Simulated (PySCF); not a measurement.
Species: valeryl chloride, C₅H₉ClO.
SMILES: `CCCCC(=O)Cl`

All values: CAM-B3LYP/def2-SVPD (PySCF, non-relativistic), on one gas-phase PBE0-D3(BJ)/def2-SVP geometry that isn't relaxed in the solvent. The solvent is an IEF-PCM continuum (Bondi radii, 1.10 Å for H, scaled by 1.2), and excitations are vertical TDDFT with non-equilibrium linear response and a frozen core. The model holds no explicit solvent molecules, cavitation or dispersion.

Gas-phase singlets (H = HOMO, L = LUMO):

```csv
state,E (eV),λ (nm),f,leading configuration
S1,5.244,236,0.000,H→L 96%
S2,6.726,184,0.000,H-1→L 95%
S3,7.076,175,0.006,H-2→L 73%
S4,7.895,157,0.020,H-1→L+2 56%
S5,8.018,155,0.001,H-2→L+2 70%
```

Question: Give the list for benzene (ε = 2.271), n² = 2.25.

Answer: 
```json
{"state": "S1", "E (eV)": "5.294", "λ (nm)": "234", "f": "0.000", "leading configuration": "H→L 96%", "change by rank (eV)": "+0.050"}
{"state": "S2", "E (eV)": "6.763", "λ (nm)": "183", "f": "0.000", "leading configuration": "H-1→L 93%", "change by rank (eV)": "+0.037"}
{"state": "S3", "E (eV)": "7.107", "λ (nm)": "174", "f": "0.009", "leading configuration": "H-3→L 44%", "change by rank (eV)": "+0.031"}
{"state": "S4", "E (eV)": "7.877", "λ (nm)": "157", "f": "0.055", "leading configuration": "H-1→L+2 35%", "change by rank (eV)": "-0.018"}
{"state": "S5", "E (eV)": "8.035", "λ (nm)": "154", "f": "0.002", "leading configuration": "H-3→L+2 38%", "change by rank (eV)": "+0.017"}
```

Question: The ground-state energy changes by -0.088 eV from gas to benzene. By how much does the total energy of gas-phase S1 change?

Answer: E(S1) = E(S0) + excitation energy, so it changes by -0.088 + 0.050 = -0.038 eV: it is lowered less than the ground state, which is what a blue shift means. This is the vertical state, with the slow part of the continuum still set for S0.

Question: How do the frontier levels move from gas to benzene?

Answer: 
```csv
orbital,gas (eV),solvent (eV),change (eV)
LUMO+2,1.44,1.45,+0.01
LUMO+1,1.12,1.29,+0.17
LUMO,0.11,0.13,+0.02
HOMO,-10.01,-10.04,-0.03
HOMO-1,-10.54,-10.54,0.00
HOMO-2,-10.70,-10.65,+0.05
HOMO-3,-11.00,-10.87,+0.13
```

The HOMO–LUMO gap goes from 10.12 to 10.16 eV. Rows go by rank; for HOMO-3, HOMO-2, HOMO-1, LUMO+1 and LUMO+2 the atom shares or the degeneracy differ between the runs, so the row needn't follow one orbital.

The run took 49 s of wall time on Arm Neoverse V2, one thread, no GPU, on a shared host, and the process peaked at 1.1 GiB of memory. This is the whole response run at CAM-B3LYP/def2-SVPD in benzene, SCF included.

Shape of the structure used: `[CH3:1][CH2:2][CH2:3][CH2:4][C:5](=[O:6])[Cl:7]`: C1–C2–C3–C4 179°, C2–C3–C4–C5 180°, C3–C4–C5–O6 -1°.
